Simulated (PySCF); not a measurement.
# Re²⁺: excitation energy

Re²⁺ [Xe] 4f14 5d5 (6S) → Re²⁺ [Xe] 4f14 5d4 6s1 (6D), as a difference of total energies. Calculation: PySCF 2.14, in ANO-RCC-VTZP (8s7p5d3f2g1h, 104 functions); scalar relativity by spin-free X2C-1e. Correlated levels: valence: [Xe] 4f14 frozen. The calculations carry no spin-orbit coupling.

```tsv
method	excitation energy (eV)
UHF	2.679
LDA	2.138
PBE	2.181
PBE0	2.427
r2SCAN	2.158
MP2 (valence)	2.743
SCS-MP2 (valence)	2.700
```

**Question.** How much does correlation contribute at MP2 (valence)?

**Answer.** 2.743 − (2.679) = 0.064 eV, measured against UHF.

A first-order spin-orbit estimate (lowest level to lowest level, LS coupling) adds -0.574 eV.

The basis was made for the ground configuration and has no added diffuse functions, so the excitation energy can come out too high.
